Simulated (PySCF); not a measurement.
## Tl⁷⁵⁺ (thallium, charge +75): Hartree-Fock from Schrödinger to Dirac-Coulomb-Breit

Occupied: 1s1/2, 2s1/2, 2p1/2. Hartree-Fock calculated with PySCF 2.14 in an uncontracted even-tempered set (18 s from 21 bohr⁻², ratio 2.3; 15 p from 25 bohr⁻², ratio 2.3), Gaussian nucleus throughout. NR is non-relativistic, sf-X2C the spin-free one-electron X2C Hamiltonian, X2C adds the bare one-electron spin-orbit term, X2C-SNSO screens it by Boettger's factors, DC is four-component Dirac-Coulomb, and the Gaunt and Breit terms are added at first order (total energies over the DC spinors, levels after relaxing the spinors in that mean field). QED terms are absent. Levels marked empty are virtual spinors of this ion.

| Hamiltonian | E (hartree) | E − E(DC) (hartree) | CPU seconds |
| --- | --- | --- | --- |
| X2C | -10663.8851 | 2.7704 | 0.42 |
| X2C-SNSO | -10660.1955 | 6.4601 | 0.41 |
| DC | -10666.6556 | 0.0000 | 23 |
| DC+Gaunt | -10652.5210 | 14.1345 | 39 |
| DC+Breit | -10653.2317 | 13.4239 | 110 |

| level (eV) | X2C | X2C-SNSO | DC | DC+Gaunt | DC+Breit |
| --- | --- | --- | --- | --- | --- |
| 1s1/2 | -94803.6 | -94807.0 | -94898.7 | -94616.6 | -94625.7 |
| 2s1/2 | -23146.4 | -23147.4 | -23161.0 | -23130.6 | -23133.4 |
| 2p1/2 | -22876.7 | -22827.2 | -22843.0 | -22780.6 | -22787.2 |
| 2p3/2 (empty) | -20216.4 | -20231.4 | -20234.3 | -20206.2 | -20212.7 |
| 3s1/2 (empty) | -9671.5 | -9671.7 | -9675.2 | -9666.7 | -9668.0 |

Weight of the small component: 1s1/2 0.0955, 2s1/2 0.0232, 2p1/2 0.0232, 2p3/2 0.0206, 3s1/2 0.00958.

Koopmans' value for the highest occupied level at DC+Breit: 22787.2 eV, against an ionisation energy of 22780 ± 100 eV (theoretical estimate listed by NIST; NIST Atomic Spectra Database, ionization energies); the former lacks relaxation, correlation, QED and recoil.

The whole ladder took 180 s of wall time on 1 thread of Neoverse-N1 (shared host), launched as `OMP_NUM_THREADS=1 python relrun2.py TASK.json OUT` (a driver that calls PySCF for each Hamiltonian).
